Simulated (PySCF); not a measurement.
Stepwise substitution at one centre (Si Br-SH). Isolated molecules, 0 K electronic values unless said otherwise. One relaxed conformer stands for each flexible species; it need not be the lowest. Strings in code marks are SMILES.

The numbers are results of B3LYP-D3(BJ)/def2-TZVP (PySCF), not measurements. B3LYP has the VWN-RPA correlation part, as in Gaussian. Excitations are Tamm–Dancoff values on a coarser integration grid. The basis has no diffuse functions, so Rydberg states are missing or too high.

```tsv
species	S1 oscillator strength	LUMO (eV)	T1 excitation (TDA) (eV)
0 of 4 Br replaced by SH (`Br[Si](Br)(Br)Br`)	0.000	…	–
1 of 4 Br replaced by SH (`S[Si](Br)(Br)Br` (H–S–Si–Br torsion 60°))	0.003	-1.75	…
2 of 4 Br replaced by SH	0.005	-1.45	4.86
3 of 4 Br replaced by SH	0.009	-1.08	4.98
4 of 4 Br replaced by SH (`[Si](S)(S)(S)S`)	0.009	-0.72	…
```

Task: Complete the blanks.

Result: 
- 0 of 4 Br replaced by SH (`Br[Si](Br)(Br)Br`), LUMO (eV): -2.07
- 1 of 4 Br replaced by SH (`S[Si](Br)(Br)Br` (H–S–Si–Br torsion 60°)), T1 excitation (TDA) (eV): 4.71
- 4 of 4 Br replaced by SH (`[Si](S)(S)(S)S`), T1 excitation (TDA) (eV): 5.18
